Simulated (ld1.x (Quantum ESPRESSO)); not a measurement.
## chlorine (Cl): from the effect back to the setting (TM)

Base potential:

```json
{
  "Element": "Cl (Z = 17)",
  "Generator": "ld1.x (Quantum ESPRESSO) 7.5",
  "Type": "norm-conserving Troullier–Martins (Kleinman–Bylander form)",
  "Functional": "PBE",
  "Relativity": "non-relativistic",
  "Frozen core": "[Ne]",
  "Valence charge": "7",
  "Reference configuration": "3s2 3p5",
  "Partial waves": "3p (bound): rc 1.25 bohr; 3d channel at 0.05 Ry: rc 1.20 bohr; 3s (bound): rc 1.30 bohr",
  "Local potential": "the s channel",
  "Core correction": "none"
}
```

Cutoffs, loose and tight: the cutoffs (Ry, on a coarse ladder) from which the occupation-weighted sum of valence levels, in a spherical-Bessel basis at the reference potential, stays within 10 and 1 mRy of its value at 400 Ry. They do not see the model core or the augmentation charge, which bear on the density cutoff. Test errors are all-electron minus pseudo excitation energies from the reference, over the configurations 3s2 3p4; 3s2 3p3; 3s2 3p2; 3s2 3p4.5; 3s1 3p6; 3s2 3p5.3; 3s1 3p5; variants that change the core or the reference have their own tests.

Only the scale of all radii (base = 1) is moved:

```json
{"scale of all radii (base = 1)": "0.77", "cutoff, loose": "140 Ry", "cutoff, tight": "300 Ry", "bound ghosts": "none", "largest test error (meV)": "+93"}
{"scale of all radii (base = 1)": "0.82", "cutoff, loose": "120 Ry", "cutoff, tight": "200 Ry", "bound ghosts": "none", "largest test error (meV)": "+78"}
{"scale of all radii (base = 1)": "0.93", "cutoff, loose": "70 Ry", "cutoff, tight": "140 Ry", "bound ghosts": "none", "largest test error (meV)": "+70"}
{"scale of all radii (base = 1)": "1.07", "cutoff, loose": "50 Ry", "cutoff, tight": "70 Ry", "bound ghosts": "none", "largest test error (meV)": "+77"}
{"scale of all radii (base = 1)": "1.15", "cutoff, loose": "45 Ry", "cutoff, tight": "70 Ry", "bound ghosts": "none", "largest test error (meV)": "+96"}
{"scale of all radii (base = 1)": "1.23", "cutoff, loose": "40 Ry", "cutoff, tight": "60 Ry", "bound ghosts": "none", "largest test error (meV)": "+112"}
{"scale of all radii (base = 1)": "1.32", "cutoff, loose": "35 Ry", "cutoff, tight": "50 Ry", "bound ghosts": "none", "largest test error (meV)": "+144"}
{"scale of all radii (base = 1)": "1.38", "cutoff, loose": "30 Ry", "cutoff, tight": "50 Ry", "bound ghosts": "none", "largest test error (meV)": "+173"}
```

One more run gave cutoff, loose: 60 Ry; cutoff, tight: 110 Ry; bound ghosts: none; largest test error (meV): +70. Which value of the scale of all radii (base = 1) was used?

0.98. The loose cutoff moves one way along this sweep, from 140 Ry at 0.77 to 30 Ry at 1.38, which places the run between 0.93 and 1.07.
